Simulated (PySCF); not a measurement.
**SnB⁺: from constants to spectrum**

UHF-CCSD(T) constants of SnB⁺, ³Π (triplet), unpaired electrons σ ↑, π ↑ (Sn def2-SVPD with ECP28, B def2-SVPD; scalar-relativistic core potentials (PySCF 2.14); masses 119.9022 and 11.0093 u):

* ωe: 392.3 cm⁻¹
* ωexe: 4.74 cm⁻¹
* Be: 0.286 cm⁻¹
* αe: 0.00339 cm⁻¹
* D (centrifugal): 6.08e-07 cm⁻¹
* De to Sn⁺ + B: 1.68 eV

Q: Give the vibrational terms G(v) and spacings up to v = 6.

A: G(v) = ωe(v+½) − ωexe(v+½)².

```csv
v,G(v) (cm⁻¹),G(v) − G(v−1),Bv (cm⁻¹)
0,195,,0.2843
1,578,383,0.2809
2,951,373,0.2775
3,1315,364,0.2741
4,1669,354,0.2707
5,2014,345,0.2674
6,2350,335,0.2640
```

Q: How well does the Morse estimate ωe²/(4ωexe) reproduce De, and what is D0?

A: It gives 1.01 eV, 60 % of the computed De. D0 = De − G(0) = 1.68 − 0.02 = 1.66 eV.

Correlated steps freeze 5 core orbitals. Correlated levels converge slowly with the basis: in double zeta they bind strong bonds too weakly, by up to about 1 eV, and carry superposition errors of some tenths. These are scalar-relativistic numbers at best; spin–orbit coupling would shift them, the dissociation energy most. For an ion De counts to the pair picked by the measured ionisation energies or electron affinities, which need not be the lowest pair at this level. The state is the lowest determinant that a PBE0 search found; another state may lie lower at other levels.
